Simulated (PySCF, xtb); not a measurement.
Cd(H)(OMe) (CH4CdO), SMILES C[O][CdH].

GFN2-xTB (xtb) at its own geometry gives an orbital gap of 3.66 eV and a dipole moment of 3.16 D.

Coordinates come from a PBE0-D3(BJ)/def2-TZVP optimisation. The def2 effective core potentials stand for the cores of Cd; spin–orbit coupling is left out.

Question: What does PySCF with PBE0/def2-TZVPD give? (An estimate is asked for; the answer gives what the named calculation found.)

Answer: gap 6.31 eV (levels -6.98 and -0.68 eV), dipole 1.51 D.
